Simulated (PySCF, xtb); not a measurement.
CH4ClFOSi, SMILES Cl[Si@H](F)CO. Other conformers were not sampled.

Harmonic wavenumbers (cm⁻¹) from GFN2-xTB (xtb) at its own minimum, in rising order: 43, 117, 178, 203, 304, 332, 522, 626, 667, 722, 787, 813, 1059, 1115, 1277, 1325, 1458, 2330, 2879, 2963, 3567.

**Question.** What does PBE-D3(BJ)/def2-SVP run with PySCF 2.14.0 give at its own minimum? (The exact figures need the calculation; the answer reports its results.)

**Answer.** 73, 122, 205, 230, 308, 335, 531, 666, 715, 794, 848, 889, 1035, 1114, 1242, 1333, 1390, 2190, 2908, 3026, 3699. Paired by order, the mean absolute difference is 43 cm⁻¹ and the zero-point energies are 33.3 and 33.8 kcal/mol.
